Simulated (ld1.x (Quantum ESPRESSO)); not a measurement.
# Before and after: RRKJ potential for rhodium

```json
{"Element": "Rh (Z = 45)", "Generator": "ld1.x (Quantum ESPRESSO) 7.5", "Type": "norm-conserving RRKJ (Kleinman–Bylander form)", "Functional": "PBEsol", "Relativity": "scalar-relativistic", "Frozen core": "[Kr]", "Valence charge": "9", "Reference configuration": "4d8 5s0 5p1", "Partial waves": "5p (bound): rc 3.40 bohr; 4d (bound): rc 1.60 bohr; 4f channel at -0.15 Ry: rc 3.40 bohr; 5s (bound, empty): rc 1.90 bohr", "Local potential": "the s channel", "Core correction": "a·sin(br)/r model core inside 1.55 bohr"}
```

Change: type ultrasoft; waves now 5s (bound): rcut 1.65, rcutus 1.90 bohr; 5s channel at 0.05 Ry: rcut 1.65, rcutus 1.90 bohr; 5p (bound): rcut 2.95, rcutus 3.40 bohr; 5p channel at 0.45 Ry: rcut 2.95, rcutus 3.40 bohr; 4d (bound): rcut 1.40, rcutus 1.60 bohr; 4d channel at 0.25 Ry: rcut 1.40, rcutus 1.60 bohr; 4f channel at -0.15 Ry: rcut 2.95, rcutus 3.40 bohr; 4f channel at 2.4 Ry: rcut 2.95, rcutus 3.40 bohr; local potential all-electron potential smoothed inside 1.40 bohr (lloc = -1); augmentation PSQ, inside the norm-conserving radii.

Cutoffs: the cutoffs (Ry, on a coarse ladder) from which the occupation-weighted sum of valence levels, in a spherical-Bessel basis at the reference potential, stays within 10 and 1 mRy of its value at 400 Ry; they do not see the model core or the augmentation charge, which bear on the density cutoff. Errors are all-electron minus pseudo energies relative to the spin-unpolarised reference configuration.

**Question.** What does the change do?

**Answer.** A bound ghost appears in p, which as a rule spoils a file; the number of tests that count goes from 7 to 4; of the 4 tests that both files solve, the error grows in 0 and shrinks in 4 by more than 15 % and 0.3 meV (median size 84.6 → 40.1 meV); the range in which the s phases agree widens (upper end 0.8 → at the end of the scan); the range in which the d phases agree widens (upper end 0.5 → 3.7). Several settings change at once here, so the effects cannot be laid on one of them.

```tsv
quantity	base	changed
cutoffs, loose and tight	50 Ry, 60 Ry	not determined
bound ghosts	none	p (s not tested, overlap not positive)
tests counted (converged, no solver errors)	7 of 7	4 of 7
error for 4d8 5s0 5p0, meV [ΔE 3.80 eV]	-5.3	-3.6
error for 4d7 5s0 5p0, meV [ΔE 23.31 eV]	-90	-53
error for 4d6 5s0 5p0, meV [ΔE 55.80 eV]	-572	-349
error for 4d9 5s0 5p0, meV [ΔE -4.58 eV]	-79	-27
s: phases at 3.71 bohr within 0.05 rad from the reference energy up to (Ry; the scan ends near 5)	0.8	to the end of the scan
p: phases at 3.71 bohr within 0.05 rad from the reference energy up to (Ry; the scan ends near 5)	2.2	2.3
d: phases at 3.71 bohr within 0.05 rad from the reference energy up to (Ry; the scan ends near 5)	0.5	3.7
f: phases at 3.71 bohr within 0.05 rad from the reference energy up to (Ry; the scan ends near 5)	1.0	2.9
```

Changed file: the overlap operator is not positive definite in a basis up to 400 Ry (lowest eigenvalue s -0.06), so the file is unfit for use: the generalised eigenproblem breaks down once the basis is large enough, and its test numbers describe a broken file. Tests not counted: 4d8 5s1 5p0 (solver errors, printed error -3.1 eV); 4d8 5s0.5 5p0 (solver errors, printed error -823 meV); 4d7 5s1 5p1 (solver errors, printed error -3.3 eV). A true bound ghost makes a file unfit for plane-wave use even where its test errors are small: the radial tests pick states by their node count and pass the ghost by. Where a test does run into it, the solver fails or the error is huge.
